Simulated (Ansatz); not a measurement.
Basis-set extrapolation for B₂F₂H₄O₂, SMILES `F[B@H-]1[OH+][B@@H-](F)[OH+]1` (PBE0-D4/def2-TZVP geometry, frozen core, Ansatz). Multiplicity 1, RHF reference.

```
                      def2-TZVPP   def2-QZVPP
                 HF  -400.698500  -400.716453
    MP2 correlation    -1.198742    -1.300000
CCSD(T) correlation    -1.256556      not run
```

Energies in hartree. Use E(X) = E(∞) + A·exp(−7.88·√X) for Hartree–Fock and E(X) = E(∞) + B·X^(−2.97) for correlation, with X = 3 and 4, and add CCSD(T) minus MP2 of the smaller set to the MP2 limit.

Question: What is the CCSD(T) energy at the basis-set limit?

Answer: HF limit: -400.716453 + (-0.017953) × 0.13774 = -400.71893. MP2 limit: -1.300000 + (-0.101258) × 0.74074 = -1.37501. Higher-order term: -1.256556 − (-1.198742) = -0.05781. Total: -402.15175 hartree, 5.35 eV below CCSD(T)/def2-TZVPP.
